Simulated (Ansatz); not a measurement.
The same ligand exchange along the group F, Cl, Br.

Program: Ansatz. Geometries: PBE0-D4/def2-TZVP. ΔE: electronic, gas phase. CCSD(T)/CBS is the MP2 limit (def2-TZVPP, def2-QZVPP) plus CCSD(T) − MP2 in def2-TZVPP, frozen cores. Small cases extrapolate CCSD(T) itself. DFT in def2-TZVPP. B3LYP here is the variant with VWN-RPA as its local correlation; programs differ in this. For Br outer-core shells are correlated without core-valence functions, which leaves a few kJ/mol of doubt a bond. Scalar relativity is left out up to krypton. One conformer a species, not always the lowest.

| reaction | CCSD(T)/CBS(def2) (kJ/mol) |
| --- | --- |
| `N[Si]F` + H₂S → `N[Si]S` + H–F | 69 |
| `N[Si]Cl` + H₂S → `N[Si]S` + HCl | 36 |
| `N[Si]Br` + H₂S → `N[Si]S` + HBr | ? |

Fill in the missing values. (An estimate is asked.)

Computed: `N[Si]Br` + H₂S → `N[Si]S` + HBr: +36.1 kJ/mol.

Largest T1 diagnostic: 0.014, for `N[Si]S`.

Extrapolated directly: `N[Si]F` + H₂S → `N[Si]S` + H–F; `N[Si]Cl` + H₂S → `N[Si]S` + HCl.
